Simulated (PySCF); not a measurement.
C2H5N.

```xyz
8

C      0.1335     1.1380     0.0000
N     -0.5318    -0.1378     0.0000
C      0.1804    -1.1734     0.0000
H     -0.1866     1.7067    -0.8771
H     -0.1866     1.7067     0.8771
H      1.2309     1.0642     0.0000
H      1.2800    -1.1488     0.0000
H     -0.2986    -2.1520     0.0000
```
Charge 0, spin multiplicity 1.

Coordinates come from a PBE0-D3(BJ)/def2-TZVP optimisation.

All values below come from KT2/pcSseg-2 in PySCF. Non-relativistic, no solvent.

Computed absolute GIAO shielding of each atom: isotropic value and principal components (ppm):
```
atom  σ(iso)     σ11     σ22    σ33   span
----  ------  ------  ------  -----  -----
C1     128.2    94.5   112.7  177.5   83.0
N2    -117.7  -470.3  -145.7  262.9  733.1
C3      32.8   -57.9    53.0  103.3  161.2
H4      27.6    25.3    26.6   30.8    5.5
H5      27.6    25.3    26.6   30.8    5.5
H6      28.6    26.7    27.9   31.2    4.5
H7      23.7    20.9    24.9   25.4    4.5
H8      24.4    23.1    24.1   25.9    2.8
```
